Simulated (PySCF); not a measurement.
C7H11: g tensor and hyperfine couplings

Compound: C₇H₁₁ (doublet state).
Geometry (GFN2-xTB, Å), atoms numbered from 1 in this order:
```xyz
18
C7H11 angstrom
C     -1.2832    1.2399    1.2444
C     -0.6482    0.1989    0.4841
C      0.8144    0.0192    0.7769
C      1.8611    0.6414   -0.1023
C      1.7171   -0.8481   -0.0471
C     -1.4667   -1.0566    0.1507
C     -1.1725   -0.0751   -0.9253
H     -0.7248    1.8252    1.9471
H     -2.3269    1.4509    1.1154
H      1.0175    0.0320    1.8423
H      1.5271    1.1494   -0.9944
H      2.7234    1.0974    0.3598
H      2.4763   -1.4171    0.4687
H      1.3183   -1.3589   -0.9097
H     -0.9335   -1.9948    0.1530
H     -2.4717   -1.1137    0.5391
H     -1.9759    0.5546   -1.2762
H     -0.4606   -0.3384   -1.6914
```

The hyperfine couplings belong to this conformer and change with its torsions.

The species is `[CH2]C1(C2CC2)CC1` [radical].

Computed with PySCF, UKS B3LYP, pcH-1 on C H, non-relativistic, mean-field spin-orbit, GIAO. Geometry: GFN2-xTB, one conformer, isolated molecule. A GFN2-xTB geometry isn't a minimum of the functional, and hyperfine couplings can be far from their values at a DFT geometry. The SCF solution wasn't tested for stability.

```
g1, g2, g3        : 2.00218, 2.00276, 2.00294
g_iso             : 2.00263
Form of g         : rhombic: the two nearest values differ by 24 % of g3 − g1
⟨S²⟩              : 0.7545 (exact 0.7500)
α and β electrons : 27, 26
Total energy      : -273.26788 Eh
```

Hyperfine couplings atom by atom, in G; T1 to T3 are the principal values of the dipolar part; ρ(0) is the spin density at the nucleus (MHz turned into gauss with g_iso; 10 G = 1 mT):

| atom | isotope | a_iso | T1 | T2 | T3 | Mulliken spin population | ρ(0) (bohr⁻³) |
| --- | --- | --- | --- | --- | --- | --- | --- |
| C1 | 13C | 28.1 | -27.1 | -26.8 | 53.9 | 1.02 | 0.0700 |
| C2 | 13C | -13.6 | -0.7 | -0.4 | 1.1 | -0.10 | -0.0340 |
| C3 | 13C | 0.2 | -0.3 | -0.2 | 0.5 | 0.00 | 0.0005 |
| C4 | 13C | -0.8 | -0.1 | 0.0 | 0.1 | 0.00 | -0.0019 |
| C5 | 13C | -0.3 | -0.1 | 0.0 | 0.2 | 0.00 | -0.0007 |
| C6 | 13C | 20.0 | -3.5 | -3.5 | 7.0 | 0.09 | 0.0499 |
| C7 | 13C | 18.3 | -3.1 | -3.1 | 6.3 | 0.08 | 0.0457 |
| H8 | 1H | -21.8 | -13.3 | 0.3 | 13.1 | -0.04 | -0.0137 |
| H9 | 1H | -20.8 | -12.9 | 0.0 | 12.9 | -0.05 | -0.0130 |
| H10 | 1H | -0.7 | -1.1 | -1.0 | 2.1 | 0.00 | -0.0004 |
| H11 | 1H | 0.1 | -0.7 | -0.4 | 1.1 | 0.00 | 0.0001 |
| H12 | 1H | 0.4 | -0.3 | -0.3 | 0.7 | 0.00 | 0.0002 |
| H13 | 1H | 0.0 | -0.3 | -0.2 | 0.5 | 0.00 | 0.0000 |
| H14 | 1H | 0.0 | -0.4 | -0.4 | 0.8 | 0.00 | 0.0000 |
| H15 | 1H | 3.4 | -1.8 | -0.6 | 2.5 | 0.00 | 0.0022 |
| H16 | 1H | -2.3 | -2.3 | -0.4 | 2.7 | 0.00 | -0.0014 |
| H17 | 1H | -2.1 | -2.2 | -0.5 | 2.6 | 0.00 | -0.0013 |
| H18 | 1H | 4.4 | -1.7 | -0.6 | 2.3 | 0.01 | 0.0027 |

Largest spin populations (Mulliken): C1 (+1.02), C2 (-0.10), C6 (+0.09) and C7 (+0.08). No atom but C1 exceeds +0.15. The positive populations add up to 1.20 and the negative ones to -0.20, together 2S = 1. The angles at C1 add up to 360.0°, so it is planar; its axial dipolar tensor and the negative couplings of its protons fit spin in a p orbital normal to that plane.

Axes: g3 points within 3° of the C1–H9 bond.

Under fast tumbling the dipolar parts average out, and these isotropic splittings remain: 2 × 1H (H8/H9, I = 1/2, 3 lines) with 2.13 mT, 2 × 1H (H15/H18, I = 1/2, 3 lines) with 0.39 mT, 2 × 1H (H16/H17, I = 1/2, 3 lines) with 0.22 mT and 1 × 1H (H10, I = 1/2, 2 lines) with 0.07 mT.

Nuclei that the bonding pattern makes equivalent are averaged, as if the motion that swaps them (rotation, inversion, ring flip) were fast.

The 13C coupling of C1 (78.7 MHz) shows only in satellite lines or after enrichment, since that isotope makes up about 1.07 % of natural carbon.

Examples of negative spin density at the nucleus (bohr⁻³): C2 (-0.0340), H8/H9 (-0.0133) and H16/H17 (-0.0014).
